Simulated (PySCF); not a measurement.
29Si chemical shifts

One computed conformer, fast rotation and ring inversion assumed for equivalent nuclei, in vacuum, relativity neglected. GFN2-xTB geometry; PBE0/pcSseg-1 with gauge-including orbitals; PySCF 2.14.0 with density-fitted response routines.

Shieldings were converted by a linear fit to measured shifts: 29Si: δ = 279.94 − 0.822σ (rms 8.9 ppm, 72 shifts, 25.8 ppm with the 6 outliers that the fit left out vs TMS, solution or neat liquid). Occasional misses reach two or three times the rms, and more in compound classes unlike the fitted ones.

Give the 29Si shifts of `O=[P@@H]1C[C@@H]1[SiH3]`, `CCC1=CS[C@@H](F)[SiH2]1`, `C[Si@@H]1[SiH2][SiH2][Si@H]1F`, `C=C([SiH2]OC(C)=S)C(C)=S`, `C=C(C)[Si@@H](C#N)C[C@@H](F)[SiH3]`.

Answers


```json
{"compound": "O=[P@@H]1C[C@@H]1[SiH3]", "environment": "silicon bonded to C, 3 H", "δ (ppm)": "-68.9"}
{"compound": "CCC1=CS[C@@H](F)[SiH2]1", "environment": "silicon bonded to 2 C, 2 H, in a 5-membered ring", "δ (ppm)": "-26.7"}
{"compound": "[CH3:1][Si@@H:2]1[SiH2:3][SiH2:4][Si@H:5]1[F:6]", "environment": "Si5: silicon bonded to F, 2 Si, H, in a 4-membered ring", "δ (ppm)": "49.3"}
{"compound": "[CH3:1][Si@@H:2]1[SiH2:3][SiH2:4][Si@H:5]1[F:6]", "environment": "Si2: silicon bonded to C, 2 Si, H, in a 4-membered ring", "δ (ppm)": "-35.9"}
{"compound": "[CH3:1][Si@@H:2]1[SiH2:3][SiH2:4][Si@H:5]1[F:6]", "environment": "Si4: silicon bonded to 2 Si, 2 H, in a 4-membered ring", "δ (ppm)": "-83.0"}
{"compound": "[CH3:1][Si@@H:2]1[SiH2:3][SiH2:4][Si@H:5]1[F:6]", "environment": "Si3: silicon bonded to 2 Si, 2 H, in a 4-membered ring", "δ (ppm)": "-90.7"}
{"compound": "C=C([SiH2]OC(C)=S)C(C)=S", "environment": "silicon bonded to C, O, 2 H", "δ (ppm)": "-32.8"}
{"compound": "[CH2:1]=[C:2]([CH3:3])[Si@@H:4]([C:5]#[N:6])[CH2:7][C@@H:8]([F:9])[SiH3:10]", "environment": "Si4: silicon bonded to 3 C, H", "δ (ppm)": "-45.5"}
{"compound": "[CH2:1]=[C:2]([CH3:3])[Si@@H:4]([C:5]#[N:6])[CH2:7][C@@H:8]([F:9])[SiH3:10]", "environment": "Si10: silicon bonded to C, 3 H", "δ (ppm)": "-59.9"}
```
